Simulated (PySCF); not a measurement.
Problem. Give a PBE0-D3(BJ)/def2-SVP geometry of `C[Si](C)(C)c1ccccc1`.

Solution. 
```
atom  x, y, z in Å
C1    -2.1618    1.3273   -0.6145
Si2   -1.2502   -0.1310    0.1477
C3    -1.7853   -1.7306   -0.6900
C4    -1.6270   -0.2299    1.9903
C5     0.6114    0.0876   -0.0862
C6     1.1591    1.2220   -0.7034
C7     2.5376    1.3654   -0.8622
C8     3.4003    0.3719   -0.4037
C9     2.8774   -0.7646    0.2136
C10    1.4997   -0.9010    0.3686
H11   -1.9558    1.4081   -1.6935
H12   -1.8751    2.2784   -0.1388
H13   -3.2493    1.2058   -0.4887
H14   -1.2249   -2.5910   -0.2916
H15   -2.8579   -1.9224   -0.5270
H16   -1.6052   -1.6868   -1.7754
H17   -2.7040   -0.3780    2.1682
H18   -1.0885   -1.0679    2.4603
H19   -1.3177    0.6953    2.5011
H20    0.5000    2.0137   -1.0712
H21    2.9404    2.2583   -1.3472
H22    4.4806    0.4820   -0.5270
H23    3.5482   -1.5481    0.5754
H24    1.1109   -1.8016    0.8555
```

Orientation and origin are arbitrary. Atoms count from 1 in this order. Of the pairs four or more bonds apart, C1···H20 is among the closest relative to their van der Waals radii: 2.79 Å, 96 % of the sum of Bondi's values. The 6-membered ring C5–C6–C7–C8–C9–C10 has internal angles of 117.7° to 121.4°; it is planar, 0.00 Å rms from its mean plane, widest ring torsion 0°. Si2 (four-coordinate silicon) is tetrahedral (angles from 108.9° to 109.9°).

Bonds between heavy atoms (Å): C1–Si2 1.881, Si2–C3 1.883, Si2–C4 1.883, Si2–C5 1.889, C5–C6 1.403, C6–C7 1.395, C7–C8 1.393, C8–C9 1.395, C9–C10 1.393, C5–C10 1.405.

Level of theory: PBE0-D3(BJ)/def2-SVP geometry optimisation, gas phase in PySCF 2.14.0.

Point group: near Cs, missed by 0.11 Å at most; the miss may be what the optimiser left on a soft mode. Stationary, but not proved a minimum.

The run took 2.2 min wall on one thread, Arm Neoverse V2, no GPU, shared host. This is the geometry optimisation.
